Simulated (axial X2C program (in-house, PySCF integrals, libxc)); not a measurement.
**Spectroscopic constants of KC⁺**

Calculated with an axial X2C code built on PySCF integrals. Spin-free means the one-electron spin-free X2C Hamiltonian; two-component (2c) means X2C with spin–orbit coupling and atomic mean-field two-electron Coulomb and Gaunt terms, so the difference of the two also holds small scalar two-electron terms. Basis: K dyall-cv3z [11s12p6d3f], C dyall-v3z [7s6p2d1f] (cores contracted in-house); Gaussian nuclei, density fitting, unrestricted open shells. Masses: K 38.964 u, C 12.000 u.

The run was started with this input:
```json
{"zs": [19, 6], "q": 1, "bas": ["dyall-cv3z", "dyall-v3z"], "levels": ["PBE0", "HF", "B97-3"], "cc": true, "r0": 2.6, "thr": -2.0, "nmax": 90, "npts": 10, "nst": 2, "ntry": 6}
```
```bash
python so2c.py task.json out
```

Keys: zs atomic numbers; q charge; bas basis sets; levels methods; cc coupled cluster on or off; r0 starting distance in Å; thr threshold in hartree for freezing inner shells (an s shell follows its p shell); nmax most natural virtual spinors; npts points on the curve; nst determinants followed; ntry starts of the search. HF also brings MP2.

State, spin-free: M_S = 1, Λ = 1 (beyond evenly filled blocks: σα, π+α); electrons by block: σα: 8, σβ: 7, π+α: 3, π+β: 2, π-α: 2, π-β: 2. Fragments: K+ + C.

State, 2c: Ω = 2 (⟨Sz⟩ = 1.00, ⟨Lz⟩ = 1.00 at PBE0); electrons by block: 1/2: 10, -1/2: 9, 3/2: 3, -3/2: 2. Fragments: K+ + C.

```
Hamiltonian    level  Re (Å)  ωe (cm⁻¹)  ωexe (cm⁻¹)  Be (cm⁻¹)  αe (cm⁻¹)  De (eV)  D0 (eV)  μ (D)
         2c     PBE0   3.160      127.8         3.27      0.184    0.00519    0.093    0.086  -2.62
         2c       HF   3.270      115.7         3.55     0.1718    0.00543    0.068    0.061  -2.88
         2c      MP2   3.156      130.9          3.6     0.1845    0.00533    0.168    0.160    n/a
         2c     CCSD   3.180      127.2         3.57     0.1817    0.00534    0.178    0.170    n/a
         2c  CCSD(T)   3.170      128.8         3.57     0.1829    0.00532    0.176    0.168    n/a
         2c    B97-3   3.181      129.7         3.33     0.1816    0.00497    0.099    0.091  -2.70
```

Spin-free values that have a 2c row agree with it to the digits that matter (0.001 Å, 0.01 eV) and are not repeated.

Correlated methods: 12 electrons correlated (number of frozen shells: K 2 s, 1 p; C 1 s), 216 virtual spin orbitals or spinors in MP2, 90 natural virtuals in coupled cluster.

Dipoles are positive if C is the positive end and refer to the centre of mass.

Occupations by symmetry block were frozen at the best pattern of an incomplete PBE0 search. Dissociation energies refer to the lowest single-determinant-based atoms at the same level and basis. Density functionals use the spin component along the axis (collinear). Coupled cluster ran in a truncated set of natural virtual spinors; the MP2 energy of the rest was added. (T) has no such correction and the atoms are truncated less, which lowers De at CCSD(T) by a hundredth of an eV or more. In 2c an atomic determinant is not the ground J level, so De misses part of the atomic spin–orbit lowering. This holds for PBE0, MP2, CCSD, CCSD(T), B97-3. PBE0 can misorder states that lie within some tenths of an eV, so this need not be the ground state of the molecule. The nearest other 2c determinant of the search, Ω = 1, lies 0.17 eV up at the distance of the search. Without a current term, density functionals place determinants with orbital angular momentum somewhat too high. The atomic limit has a lower orbital projection than the molecule and lies lower at mean-field level, so De may be about a tenth of an eV too small. With several unpaired electrons one determinant need not be a pure state. Open-shell Ω = 0 determinants with evenly filled partner blocks cannot be reached by this program, so the Ω shown need not be the lowest component.

Rough cost a point (2c) on 1 thread(s) of a shared host, integrals apart: PBE0 0.24 s, HF 0.16 s, CCSD(T) 5 s, B97-3 0.27 s.

The whole task took 100 s on 1 thread of Arm Neoverse V1 (shared host).
